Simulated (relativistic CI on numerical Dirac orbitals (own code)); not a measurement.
## Charge states of lead

Computed by Dirac-Coulomb-Breit CI, orbitals from a KLI potential per configuration, a model potential for QED, valence Slater integrals scaled by 0.9 (own radial code, finite nucleus).

Each species is treated in one configuration, given outside its closed core. Radial values are for the open shell of highest l, unscaled and averaged over j; ζ includes the Breit term. Labels give the leading LS character, summed over repeated terms.

```csv
Ion,Configuration,Its lowest level,LS weight (%),Next level,E (cm⁻¹),⟨r⟩ (bohr),⟨r²⟩ (bohr²),ζ (cm⁻¹)
Pb72+,2s²2p⁶,¹S0,100,,,,,
Pb73+,2s²2p⁵,?,?,?,?,?,?,?
Pb74+,2s²2p⁴,³P2,68,¹S0,543000,0.05896,0.004264,1.222e+07
Pb75+,2s²2p³,J = 3/2 (mixed),49,⁴S°3/2,1.8211e+07,0.05863,0.004214,1.237e+07
Pb76+,2s²2p²,³P0,68,³P1,1.8461e+07,0.05831,0.004166,1.253e+07
Pb77+,2s²2p,²P°1/2,100,²P°3/2,1.9046e+07,0.05799,0.004119,1.269e+07
Pb78+,2s²,¹S0,100,,,,,
Pb79+,2s,²S1/2,100,,,0.06402,0.004896,
Pb80+,1s²,¹S0,100,,,,,
```

Fill in the row of Pb73+.

Its lowest level ²P°3/2; LS weight (%) 100; Next level ²P°1/2; E (cm⁻¹) 1.8109e+07; ⟨r⟩ (bohr) 0.0593; ⟨r²⟩ (bohr²) 0.004315; ζ (cm⁻¹) 1.207e+07.
